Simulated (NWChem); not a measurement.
**Lowest excitation of H₂Pb**

```
Pb
H 1 1.8537
H 1 1.8537 2 89.87
```
Charge 0, spin multiplicity 1.

Everything below was run with NWChem. The geometry was optimised at PBE0/def2-SVP with def2 effective core potentials on Pb, a minimum by its harmonic frequencies.

Basis set: def2-SVPD.

```csv
method,lowest vertical singlet excitation energy (eV),relative cost,difference from EOM-CCSD
CIS,2.83,under 3,+0.23
EOM-CCSD,2.60,7,0.00
TD-BHandHLYP,2.60,under 3,0.00
TD-PBE,2.44,1,-0.16
TD-B3LYP,2.49,under 3,-0.11
```

The values span 0.39 eV, from TD-PBE (lowest) to CIS (highest). Costs are rough ratios of processor time within this set of runs, SCF included, with TD-PBE as 1.

Effective core potentials replace the inner electrons of Pb; spin-orbit coupling is left out. The correlated methods keep 4 core orbitals frozen. B3LYP has NWChem's definition, with VWN1-RPA local correlation. The structure started from a generated list of species. Coupled-cluster values serve here as a point of comparison, not as the truth.
